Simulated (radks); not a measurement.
Values are calculated unless marked as measured or tabulated.
Q: The helium ion He+, 1s1. Code: a radial shooting solver on a logarithmic mesh with Libxc functionals. Model: non-relativistic Kohn-Sham, PBE, spin-polarised, spherical densities, point nucleus. Every spin shell is full or empty, so the densities are truly spherical. Functionals are evaluated on that one density, not self-consistently. Rank these orbital-free kinetic functionals by their error against the exact value of the orbitals, and give that value: Thomas-Fermi, von Weizsacker, TF + vW, LC94, APBEK, revAPBEK, Perdew 92, Pearson, LKT, DePristo-Kress, Ernzerhof.

A: Exact: 1.98786 hartree. From best to worst, with 100 (|E| - |E exact|)/|E exact| (equal figures are ties): von Weizsacker 0.00, APBEK +1.89, LC94 +2.03, Perdew 92 +2.52, DePristo-Kress +2.54, Pearson -2.55, revAPBEK +2.78, Ernzerhof +6.30, Thomas-Fermi -8.61, LKT +62.22, TF + vW +91.39.
